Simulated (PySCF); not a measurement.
Computed with r2SCAN-D4/def2-TZVP // r2SCAN-D4/def2-SVP in PySCF. All species are isolated molecules in the gas phase. One relaxed conformer stands for a flexible species; it need not be the lowest. Excitations are Tamm–Dancoff values on a coarser integration grid. The basis has no diffuse functions, so Rydberg states are missing or too high.

Reference species (SMILES): `Bc1c(C#N)ccc2ccsc12` (neutral, multiplicity 1).

```
Property                  Value
----------------------  -------
S1 oscillator strength    0.037
S1–T1 gap (TDA)         0.80 eV
HOMO–LUMO gap           2.82 eV
```

After one change: the S1 oscillator strength rises by 0.028; the S1–T1 gap (TDA) decreases by 0.12 eV; the HOMO–LUMO gap goes up by 0.36 eV.

Question: What was changed between the two runs? The new species is one of these.
A) `Bc1c(C#N)ccc2sccc12`
B) `Bc1cc2ccsc2cc1C#N`
C) `Bc1ccc(C#N)c2ccsc12`
D) `Bc1cc(C#N)c2ccsc2c1`

Answer: B, `Bc1cc2ccsc2cc1C#N`
